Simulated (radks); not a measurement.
Results of a calculation; reference values are marked as such.
Question: Excited configurations of Sn II: one electron is placed in a higher orbital outside [Kr] 4d10 5s2. The ground configuration is [Kr] 4d10 5s2 5p1. Code: a radial shooting solver on a logarithmic mesh with Libxc functionals. Model: scalar-relativistic Kohn-Sham, PBEsol, spin-unpolarised, spherical densities, point nucleus. Excitation = E - E(ground); binding = E(ion) - E, where the ion is the core of charge +2; n* = 2/sqrt(2 binding) in atomic units, and the quantum defect is n - n*.

outer orbital  excitation (eV)  binding (eV)     n*  quantum defect  eigenvalue (eV)  <r> (bohr)
5f                      11.564         2.408  4.754           0.246           -1.793       14.37
6d                      10.249         3.724  3.823           2.177           -2.833       9.954
7s                       9.851         4.121  3.634           3.366           -3.263       10.28
7d                      11.566         2.406  4.756           2.244           -1.898       16.25
7f                      12.685         1.287  6.503           0.497           -1.024       30.30

Estimate the row for 6f.

Answer: excitation (eV) 12.245; binding (eV) 1.727; n* 5.613; quantum defect 0.387; eigenvalue (eV) -1.340; <r> (bohr) 21.61. The Delta-SCF ionisation energy is 13.972 eV (NIST Atomic Spectra Database: 14.633 eV, measured). Self-interaction in the functional shifts the binding energies and quantum defects, so they are the method's values and not measured ones. Spin polarisation and multiplet splitting are left out, so open shells lie too high by an amount that depends on their filling. Spin-orbit splitting is averaged out at the scalar-relativistic level.

Beside tabulated values, note that spin-unpolarised runs miss the spin-polarisation part of the exchange energy of open shells.
